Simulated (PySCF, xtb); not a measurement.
## CH4S2Si: which of two isomers lies lower

Structure X is `C[Si](=S)S`, a singlet and structure Y is `C[SiH]1SS1`, a singlet. Both are isolated molecules in the gas phase, relaxed with PBE0-D3(BJ)/def2-SVP; the shapes shown needn't be the lowest conformers.

X (Å):

```xyz
8

C    -1.2033   -0.9441    0.8574
S     0.7090   -1.5675    3.6440
S    -2.4576   -3.1011    2.8605
Si   -0.8376   -1.7900    2.4742
H    -1.3215   -1.6902    0.0559
H    -0.3840   -0.2589    0.6005
H    -2.1444   -0.3764    0.9311
H    -1.9303   -3.5368    4.0262
```

Y (Å):

```yaml
atoms:
  - { symbol: C, position_ang: [-1.3750, -1.2364, 0.8631] }
  - { symbol: S, position_ang: [0.2037, -3.1955, 3.1836] }
  - { symbol: S, position_ang: [-1.9575, -3.2989, 3.5316] }
  - { symbol: Si, position_ang: [-1.0686, -1.5886, 2.6600] }
  - { symbol: H, position_ang: [-1.4160, -2.1825, 0.3051] }
  - { symbol: H, position_ang: [-0.5696, -0.6092, 0.4497] }
  - { symbol: H, position_ang: [-2.3276, -0.6996, 0.7319] }
  - { symbol: H, position_ang: [-0.9885, -0.3778, 3.5165] }
```

Which of the two would you expect CCSD(T)/def2-SVP + ΔMP2/def2-TZVPP electronic energies to favour?

Structure X; the calculation gives E(Y) − E(X) = +12.9 kcal/mol.

Level by level:

```json
{"level": "GFN2-xTB", "geometry": "GFN2-xTB", "E(Y) − E(X) (kcal/mol)": "+5.1", "departure from the last row (kcal/mol)": "−7.7", "job, with rough time for the two": "optimisation, 0.35 s"}
{"level": "HF/STO-3G", "geometry": "GFN2-xTB", "E(Y) − E(X) (kcal/mol)": "−12.8", "departure from the last row (kcal/mol)": "−25.6", "job, with rough time for the two": "single point, 1.9 s"}
{"level": "r2SCAN-D4/def2-SVP", "geometry": "GFN2-xTB", "E(Y) − E(X) (kcal/mol)": "+18.5", "departure from the last row (kcal/mol)": "+5.6", "job, with rough time for the two": "single point, 21 s"}
{"level": "PBE0-D3(BJ)/def2-SVP", "geometry": "PBE0-D3(BJ)/def2-SVP", "E(Y) − E(X) (kcal/mol)": "+16.2", "departure from the last row (kcal/mol)": "+3.3", "job, with rough time for the two": "optimisation, 1.8 min"}
{"level": "HF/def2-SVP", "geometry": "PBE0-D3(BJ)/def2-SVP", "E(Y) − E(X) (kcal/mol)": "+18.8", "departure from the last row (kcal/mol)": "+6.0", "job, with rough time for the two": "part of the CCSD(T) run"}
{"level": "MP2/def2-SVP", "geometry": "PBE0-D3(BJ)/def2-SVP", "E(Y) − E(X) (kcal/mol)": "+18.4", "departure from the last row (kcal/mol)": "+5.5", "job, with rough time for the two": "part of the CCSD(T) run"}
{"level": "CCSD(T)/def2-SVP", "geometry": "PBE0-D3(BJ)/def2-SVP", "E(Y) − E(X) (kcal/mol)": "+17.4", "departure from the last row (kcal/mol)": "+4.5", "job, with rough time for the two": "single point"}
{"level": "CCSD(T)/def2-SVP + ΔMP2/def2-TZVPP", "geometry": "PBE0-D3(BJ)/def2-SVP", "E(Y) − E(X) (kcal/mol)": "+12.9", "departure from the last row (kcal/mol)": "", "job, with rough time for the two": "single point, 61 s"}
```

As drawn, Y has 1 S–Si, 1 S–S, 1 Si–H in place of 1 S=Si, 1 S–H. Structure X has no ring, Y a 3-membered ring.

HF/STO-3G puts the two in the other order. The largest departure from CCSD(T)/def2-SVP + ΔMP2/def2-TZVPP is that of HF/STO-3G, 25.6 kcal/mol. The last row adds to CCSD(T) the change of the MP2 difference between the two basis sets, here −4.5 kcal/mol, a large step that makes the value less sure.

With thermal terms from frequencies at re-optimised GFN2-xTB minima (ideal gas, soft modes damped towards free rotors, one conformer each, 298.15 K, 1 atm): the zero-point term adds +0.3 kcal/mol; ΔH is +12.8 and ΔG +13.9 kcal/mol.

The correlated steps freeze 16 core orbitals. Programs: PySCF 2.14.0, xtb 6.7.1; the last row on 2 threads of Arm Neoverse V1 on a shared host.
